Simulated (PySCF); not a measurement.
## Relaxation of singlet H3VO

All numbers come from PySCF, PBE0, basis V def2-TZVP, O def2-TZVP, H def2-TZVP (no relativity, density fitting). A (50,194) grid was used.

A start displaced from a saddle point along its imaginary mode, with no symmetry imposed:

```xyz
5
charge 0 multiplicity 1, angstrom
V    -0.0901    0.2948   -0.0079
O     0.2340   -1.2275    0.0105
H     1.5294    1.5900    0.0330
H     1.0249    2.1682    0.0785
H    -1.7147    0.8214    0.1200
```

Problem. What does it relax to?

Solution. It ends at C1 with H–H 0.916 Å, V–H 1.665 Å, V–H 1.669 Å, V–H 1.712 Å, V–O 1.552 Å; H–H–V 71.7°, H–H–V 76.9°, H–V–H 31.4°, H–V–H 78.7°, H–V–H 106.7°, H–V–O 99.1°, H–V–O 101.1°, H–V–O 111.9°. No frequency check is given, so it may be a saddle point. Other isomers or separated fragments may lie lower.

Problem. How much energy is released, and in how many steps?

Solution. 70.6 kJ/mol in 21 steps.

Stability towards spin polarisation was not tested.

The relaxation took 42 s on 2 threads of a shared Arm Neoverse V1 host, with 94 basis functions and 25 gradients; the process peaked at 1.3 GiB.
